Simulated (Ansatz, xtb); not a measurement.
The molecule AsSe, multiplicity 2 (lowest of 2S+1 = 2, 4 at CCSD(T)/def2-TZVPP on PBE0 minima; our sources give no spin for the ground state, which may be another). No spin–orbit coupling. As is treated without relativity. Se is treated without relativity. The T1 diagnostic near the minimum is 0.048, so single-reference values are doubtful.

Seven points along R, fitted to fifth degree in 1/R; most abundant isotopes. Runs in def2 and cc sets follow the lowest solution found near the PBE0 minimum.

Codes used: Ansatz (Gaussian orbitals); xtb for the GFN methods. Each number belongs to the level named beside it. The GFN methods have no spin term and hold the electronic entropy of 300 K.

```tsv
level	r_e (Å)	ω_e (cm⁻¹)	ω_e x_e (cm⁻¹)	α_e (cm⁻¹)	dipole (D)
GFN1-xTB	2.124	437	0.86	0.00037	-
GFN2-xTB	2.143	400	1.1	0.00042	-
SVWN5/def2-TZVPP	2.144	407	0.87	0.00028	0.68
PBE/def2-TZVPP	2.171	393	0.87	0.00028	0.77
B3LYP/def2-TZVPP	2.161	403	0.90	0.00028	0.91
```

Ansatz is an electronic-structure program.
